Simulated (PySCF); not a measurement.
InP (SMILES [P]=[In]), triplet, at a GFN2-xTB geometry (such geometries of metal compounds can be far from the true shape) (core potentials on In). Base run: PySCF with PBE/def2-SVP.

PySCF was given this input:
```python
from pyscf import gto, scf, dft, solvent

mol = gto.Mole()
mol.atom = '''
    In   -0.000000   -0.000000   -0.613897
    P     0.000000    0.000000    2.005398
'''
mol.basis = 'def2-svp'
mol.ecp = {'In': 'def2-svp'}
mol.charge = 0
mol.spin = 2
mol.verbose = 4
mol.build()

mf = dft.UKS(mol)
mf.xc = 'pbe'
mf.kernel()
```

The base run was repeated with changes; each row names its change, and settings that it needs were set with it.

```tsv
change	ΔE vs base (kcal/mol)	dipole (D)
base	0.000	1.47
model = ddCOSMO; solvent = tetrahydrofuran	1.04	4.53
model = IEF-PCM; solvent = tetrahydrofuran	-3.07	2.34
model = SS(V)PE; solvent = tetrahydrofuran	-3.06	2.35
model = IEF-PCM; solvent = tetrahydrofuran; vdw_scale = 1.1	-1.64	5.35
model = COSMO; solvent = tetrahydrofuran	-3.02	2.28
model = C-PCM; solvent = tetrahydrofuran	-3.28	2.37
model = IEF-PCM; solvent = tetrahydrofuran; lebedev_order = 11	-3.05	2.33
model = IEF-PCM; solvent = tetrahydrofuran; vdw_scale = 1.4	-1.73	2.03
model = IEF-PCM; solvent = 2-propanol	-0.72	5.19
model = IEF-PCM; solvent = tetrahydrofuran; lebedev_order = 41	-3.08	2.34
model = IEF-PCM; solvent = acetonitrile	-1.02	5.32
```

The base is the gas phase, so ΔE is the electrostatic part of solvation at a fixed geometry, without cavity and dispersion terms.

Open shells are given as the SCF converged; they aren't shown to be the lowest states, and a large step between rows can be another state.
